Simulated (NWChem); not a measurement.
System: TiCl₄, triplet; SMILES of the neutral closed-shell parent [Cl][Ti]([Cl])([Cl])[Cl]

```xyz
5

Ti    -0.0003    -0.3312     0.0009
Cl    -0.0074     1.6438     1.3165
Cl     1.8883    -1.4344     0.0069
Cl    -1.8942    -1.4244    -0.0077
Cl     0.0137     1.6437    -1.3169
```
Atoms are numbered in this order, from 1.

Computed with NWChem. Spin-unrestricted. Medium grid unless said otherwise, to which SCAN and Minnesota functionals are sensitive. All runs use the structure optimised with PBE0/def2-SVP, spin-unrestricted. No frequency run checked for a minimum. The spin multiplicity was typed, not searched, and may not be the lowest. No stability test was run on the SCF state. Total energies of different functionals are on different scales.

| level | energy (Ha) | highest occupied level (eV) | lowest empty minus highest occupied level, either spin (eV) | dipole (D) | <S²> |
|---|---|---|---|---|---|
| B3LYP/def2-SVP | -2689.8269 | -6.87 | 0.83 | 0.58 | 2.01 |
| r2SCAN0/def2-SVP | -2689.5828 | -7.96 | 2.02 | 0.58 | 2.01 |
| MN15/def2-SVP | -2689.2041 | -8.29 | 2.77 | 0.61 | 2.01 |
| LRC-wPBEh/def2-SVP | -2688.9611 | -9.47 | 5.12 | 0.60 | 2.01 |
| PBE0/def2-SVP | -2688.9505 | -7.43 | 1.47 | 0.60 | 2.01 |
